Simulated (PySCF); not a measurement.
C₅H₉Cl. Atoms are numbered in the order given.

```xyz
15

C     -3.1651     0.1810     0.0523
C     -1.8952    -0.6199    -0.2346
C     -0.7211     0.2640    -0.6953
C      0.5160    -0.5186    -1.0136
C      1.6887    -0.4893    -0.3552
Cl     2.0088     0.5271     1.0264
H     -2.9928     0.9373     0.8462
H     -3.5126     0.7250    -0.8510
H     -3.9937    -0.4742     0.3883
H     -2.1013    -1.3912    -1.0095
H     -1.5833    -1.1796     0.6735
H     -0.4912     1.0178     0.0861
H     -1.0361     0.8301    -1.6016
H      0.4671    -1.2235    -1.8632
H      2.5538    -1.1069    -0.6385
```

Coordinates come from a PBE-D3(BJ)/def2-SVP optimisation. Other conformers were not sampled.

Computed with r2SCAN/def2-TZVP (PySCF).

ESP charges are fitted to the potential on shells at 1.4 to 2.0 van der Waals radii. Atomic charges (e):

| atom | Mulliken | IAO | ESP fit |
|---|---|---|---|
| C1 | -0.32 | -0.42 | -0.44 |
| C2 | -0.15 | -0.24 | 0.13 |
| C3 | -0.11 | -0.26 | 0.13 |
| C4 | -0.20 | -0.15 | -0.23 |
| C5 | -0.06 | -0.18 | -0.27 |
| Cl6 | -0.12 | -0.04 | -0.06 |
| H7 | 0.11 | 0.14 | 0.10 |
| H8 | 0.10 | 0.14 | 0.10 |
| H9 | 0.11 | 0.14 | 0.12 |
| H10 | 0.08 | 0.13 | -0.01 |
| H11 | 0.10 | 0.13 | 0.02 |
| H12 | 0.11 | 0.14 | 0.02 |
| H13 | 0.09 | 0.14 | 0.02 |
| H14 | 0.12 | 0.15 | 0.14 |
| H15 | 0.14 | 0.17 | 0.21 |

Computed Mayer and Wiberg (Löwdin basis) orders of the bonds:
```tsv
bond	Mayer	Wiberg
C1–C2	0.97	1.30
C2–C3	0.96	1.20
C3–C4	0.96	1.25
C4–C5	1.93	2.10
C5–Cl6	1.08	1.71
C1–H7	0.97	0.91
C1–H8	0.98	0.91
C1–H9	0.98	0.91
C2–H10	0.97	0.85
C2–H11	0.97	0.85
C3–H12	0.96	0.83
C3–H13	0.95	0.83
C4–H14	0.93	0.81
C5–H15	0.94	0.87
```
